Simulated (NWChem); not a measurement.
System: digermane (Ge₂H₆); SMILES [GeH3][GeH3]

Here is an NWChem input.

```
start job
memory heap 200 mb stack 900 mb global 1100 mb
geometry units angstroms noautoz
  Ge     0.000000     0.000000    -1.224586
  Ge     0.000000     0.000000     1.224586
  H     -1.022706     1.024225    -1.771136
  H     -0.375651    -1.397802    -1.771136
  H      1.398358     0.373577    -1.771136
  H      0.373577     1.398358     1.771136
  H      1.024225    -1.022706     1.771136
  H     -1.397802    -0.375651     1.771136
end
basis spherical
  * library def2-tzvp
end
dft
  xc xpbe96 cpbe96
  iterations 150
  mulliken
end
task dft energy
```

All runs use the structure optimised with B3LYP/6-31G* (spherical d).

Q: Predict the main results of this run. (PBE/def2-TZVP.) Quantities: basis functions; energy (Ha); highest occupied level (eV); orbital gap (eV).

A: 
```
Quantity                       Result
---------------------------  --------
number of basis functions         132
energy (Ha)                  -4156.95
highest occupied level (eV)     -7.13
orbital gap (eV)                 6.48
```
